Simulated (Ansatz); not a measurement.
CH2SeZn, one more setting.

```yaml
crystal:
  periodic: [false, false, false]
  atoms:
    - {symbol: C, position_ang: [-0.051441, -0.586775, -0.138096]}
    - {symbol: Zn, position_ang: [0.722588, 2.351214, 0.883282]}
    - {symbol: Se, position_ang: [-1.426464, -0.660753, -1.212016]}
    - {symbol: H, position_ang: [0.963849, -0.484230, -0.513121]}
    - {symbol: H, position_ang: [-0.158632, -0.693157, 0.938551]}
basis:
  gaussian: {orbitals: def2-mTZVP, nuclear_model: gaussian}
hamiltonian: {xc: {name: PBE0}}
correlation: {method: rpa}
scf: {lower_state_search: full}
```

```sh
$ ansatz run in.yaml --threads 2 --pin off --events-out ev --progress --plain --max-ram 4352MiB
```

Shortened log:

```
Functional definition: PBE0
936 factors; integrals over basis functions are off by at most 1.2e-3 eV
mean field evaluation 1: about -114812.6381 eV, gradient 5.4e1 eV
mean field evaluation 2: about -114812.6832 eV, gradient 5.4e1 eV
mean field evaluation 4: about -114820.8600 eV, gradient 1.3e1 eV
mean field evaluation 8: about -114821.4463 eV, gradient 1.4e-1 eV
mean field evaluation 16: about -114821.4502 eV, gradient 1.0e-4 eV
mean field -114821.45015149 eV, -4219.6104642931 hartree, gradient 4.1e-6 eV, S^2 0.000000; 2 other end points of the search recorded, 0 dependent functions left out
15 core orbitals not correlated: weight in the atoms' cores, before any rotation towards them, 1.000 or more for the frozen orbitals, at most 0.000 for the correlated occupied ones
reference -114739.20869826 eV, -4216.5881466320 hartree; 21, 21 occupied and 58, 58 virtual orbitals, 936 factors
Total energy: -114767.22068785 eV, -4217.6175682621 hartree
```

Hardware: 2 threads of an Arm Neoverse V2 on a shared host. Wall time 4 s, peak host memory 0.35 GiB.
